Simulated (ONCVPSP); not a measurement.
## Tl (Z = 81) ONCV: all-electron and pseudo phase curves

ONCVPSP 4.0.1 input, shortened (lines: element, Z, core and valence counts, functional; n l f; lmax; l rc ep ncon nbas qcut; lloc lpopt rc5 dvloc0; l nproj debl; icmod fcfact rcfact), PBE, scalar-relativistic:

```
  Tl 81.00   10    5        4      upf
    1    0    2.00
    2    0    2.00
    2    1    6.00
    3    0    2.00
    3    1    6.00
    3    2   10.00
    4    0    2.00
    4    1    6.00
    4    2   10.00
    4    3   14.00
    5    0    2.00
    5    1    6.00
    5    2   10.00
    6    0    2.00
    6    1    1.00
    3
    0    1.45    0.00    4    8    8.70
    1    1.45    0.00    4    8    8.90
    2    1.95    0.00    3    8    6.40
    3    2.10    0.07    4    9    5.00
    4    1    1.15    2.00
    0    2    3.50
    1    2    1.10
    2    1    1.80
    3    2    1.90
    3    4.00    1.15
```

The phase is arctan(r·R′/R) of the radial function R(r), unwrapped; energies in Ha, scanned from -6 to 5 Ha. A pole is an energy at which the radial function vanishes at the test radius. The pseudo phase is shifted by a multiple of π to meet the all-electron one at the reference energy, and phase errors are pseudo minus all-electron; the curves can meet again beyond the range given. Levels narrower than the energy grid can be missing from the lists of poles.

```tsv
channel	radius (bohr)	reference energy (Ha)	poles, all-electron	poles, pseudo	unbroken range about the reference energy with phases within 0.05 rad	phase error 1 Ha above the reference energy (rad)
s	1.47	-0.35	-4.34	-4.34	the whole range	-0.000
p	1.47	-0.09	-1.87	-1.87	the whole range	-0.000
d	1.98	-0.57	-0.10	-0.09	below 1.4	+0.007
f	2.13	0.07	-4.18, 2.34	2.34	-4.2 to 3.7	+0.001
```

Phases in the s channel:

| E (Ha) | all-electron | pseudo |
| --- | --- | --- |
| -5.96 | 0.912 | 0.912 |
| -5.68 | 0.610 | 0.611 |
| -5.40 | -0.145 | -0.145 |
| -5.12 | -0.987 | -0.987 |
| -4.84 | -1.341 | -1.341 |
| -4.56 | -1.498 | -1.498 |
| -4.28 | -1.587 | -1.587 |
| -4.00 | -1.646 | -1.646 |
| -3.72 | -1.690 | -1.690 |
| -3.44 | -1.726 | -1.726 |
| -3.16 | -1.757 | -1.757 |
| -2.88 | -1.787 | -1.787 |
| -2.60 | -1.816 | -1.816 |
| -2.32 | -1.846 | -1.846 |
| -2.04 | -1.878 | -1.878 |
| -1.76 | -1.913 | -1.913 |
| -1.48 | -1.953 | -1.953 |
| -1.20 | -2.000 | -2.000 |
| -0.92 | -2.055 | -2.055 |
| -0.64 | -2.124 | -2.124 |
| -0.36 | -2.212 | -2.212 |
| -0.08 | -2.326 | -2.326 |
| 0.20 | -2.478 | -2.478 |
| 0.48 | -2.680 | -2.681 |
| 0.76 | -2.939 | -2.940 |
| 1.04 | -3.237 | -3.238 |
| 1.32 | -3.529 | -3.530 |
| 1.60 | -3.774 | -3.775 |
| 1.88 | -3.963 | -3.964 |
| 2.16 | -4.104 | -4.105 |
| 2.44 | -4.210 | -4.210 |
| 2.72 | -4.290 | -4.291 |
| 3.00 | -4.353 | -4.354 |
| 3.28 | -4.404 | -4.405 |
| 3.56 | -4.446 | -4.447 |
| 3.84 | -4.480 | -4.481 |
| 4.12 | -4.509 | -4.511 |
| 4.40 | -4.535 | -4.536 |
| 4.68 | -4.556 | -4.558 |
| 4.96 | -4.576 | -4.578 |
